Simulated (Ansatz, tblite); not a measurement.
Removing and adding an electron: the cluster Zn3O3. The state is a singlet with charge 0. Geometry: r2SCAN-D4/def2-SVP. Ansatz, gas phase; energy differences of separate SCF runs; the oxidised species was run as a doublet alone; the reduced species was run as a doublet alone.

```xyz
6

Zn   -0.086   -0.153   -1.494
Zn   -0.922    0.950    0.713
Zn    1.009   -0.798    0.780
O    -1.347    1.065   -1.042
O     0.115    0.204    1.995
O     1.231   -1.269   -0.953
```

The xTB rows come from tblite. Correlated methods freeze 30 core orbitals. The rows differ in basis, and correlated rows in double-zeta sets carry the largest basis error. In CCSD on the charge 1 doublet the largest single amplitude is 0.23, so its Hartree–Fock determinant may place the open shell otherwise than the density functionals do. The structure comes from a short search, and lower isomers may exist.

Q: Estimate orbital energies and vertical ionisation energies and electron affinities at: GFN1-xTB; GFN2-xTB; HF/def2-SVP; HF/def2-TZVP; HF/def2-TZVPD; PBE-D4/def2-TZVPD; PBE0-D4/def2-TZVP; PBE0-D4/def2-TZVPD; MP2/def2-SVP; CCSD/def2-SVP; CCSD(T)/def2-SVP.

A: 
```tsv
level	−HOMO (eV)	vertical IE (eV)	−LUMO (eV)	vertical EA (eV)	HOMO–LUMO gap (eV)	IE − EA (eV)	remarks
GFN1-xTB	11.52	14.74	8.17	5.23	3.35	9.51	–
GFN2-xTB	13.48	17.01	11.14	7.68	2.34	9.33	–
HF/def2-SVP	–	7.82	–	–	–	–	–
HF/def2-TZVP	11.41	7.98	-0.41	–	11.81	–	–
HF/def2-TZVPD	11.41	–	-0.21	-0.08	11.62	–	–
PBE-D4/def2-TZVPD	6.37	–	3.53	1.44	2.84	–	HOMO above zero (-1 doublet)
PBE0-D4/def2-TZVP	7.78	9.63	2.55	–	5.23	–	–
PBE0-D4/def2-TZVPD	7.80	–	2.58	1.15	5.22	–	HOMO above zero (-1 doublet)
MP2/def2-SVP	–	9.44	–	–	–	–	–
CCSD/def2-SVP	–	9.04	–	–	–	–	large T1 (0.021) (singlet)
CCSD(T)/def2-SVP	–	9.04	–	–	–	–	large T1 (0.021) (singlet)
```

Run but left out: PBE-D4/def2-TZVP (charge +1 doublet: an occupied level 0.23 eV above an empty one).   A HOMO above zero means that the electron is unbound at that level or that self-interaction error raises the level; the energy of removing that electron tells which. Raw xTB energy differences between charge states are shifted by several eV; the methods need an empirical correction for them. A negative affinity means that the extra electron isn't bound; its size then hangs on the basis.
